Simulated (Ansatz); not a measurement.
Two isomers of CH4FGeS: A = `C[S][GeH][F]`•, B = `[CH3][Ge]([F])[SH]`•.

Gas-phase electronic energies from Ansatz, PBE0-D4/def2-TZVP geometries. CBS: MP2 limit from def2 TZ/QZ plus the TZ coupled-cluster correction, frozen cores. Functionals use def2-TZVPP. Open shells (•) are unrestricted, without spin–orbit coupling. For Ge outer-core shells are correlated without core-valence functions, which leaves a few kJ/mol of doubt a bond. Scalar relativity is left out up to krypton. One conformer a species, not always the lowest.

A:

```xyz
8

C     0.0075    0.1119    1.3709
S    -0.4605   -1.1400    0.1419
Ge    0.4632   -0.1888   -1.6323
F    -0.1627   -1.1022   -2.9822
H    -0.2718    1.1155    1.0487
H    -0.5484   -0.1287    2.2767
H     1.0730    0.0698    1.5923
H    -0.1005    1.2625   -1.8160
```

B:

```xyz
8

C     0.7776   -1.0389   -0.2582
Ge    0.2355    0.7394    0.3621
F     0.2965    1.7802   -1.0497
S    -1.8934    0.6339    1.0153
H     0.6308   -1.7678    0.5390
H     0.1571   -1.2944   -1.1192
H     1.8260   -1.0216   -0.5535
H    -2.0301    1.9692    1.0642
```

Which is lower in electronic energy at CCSD(T)/CBS, and by how much? (Estimate.)

Computed: B, by 14.9 kcal/mol.

Give E(B) − E(A) in kcal/mol with r2SCAN-D4, PBE-D4, CCSD/def2-TZVPP, CCSD(T)/def2-SVP, HF/def2-TZVPP, MP2/def2-TZVPP, ωB97M-V. (Estimate.)

Ansatz gave: r2SCAN-D4 -14.2, PBE-D4 -13.1, CCSD/def2-TZVPP -15.4, CCSD(T)/def2-SVP -14.3, HF/def2-TZVPP -14.2, MP2/def2-TZVPP -15.8, ωB97M-V -14.3. None reverses the order clearly.

Does the order hold for the free energy at 298.15 K (harmonic terms from PBE0-D4)? (Estimate.)

Computed: Yes: G(B) − G(A) = -15.0 kcal/mol, for one conformer each. Modes under 60 cm⁻¹, often nearly free rotors, make the harmonic entropy too high.

Largest T1 diagnostic: 0.015.

From BLYP to BHLYP (50 % exact exchange), in def2-TZVPP and without D4, E(B) − E(A) moves by −0.9 kcal/mol. Leaving LDA and LC-ωPBE aside and taking each functional with its dispersion term where it has one, the values, not all of them listed here, spread over 2.2 kcal/mol, from PBE-QIDH to revPBE-D4.
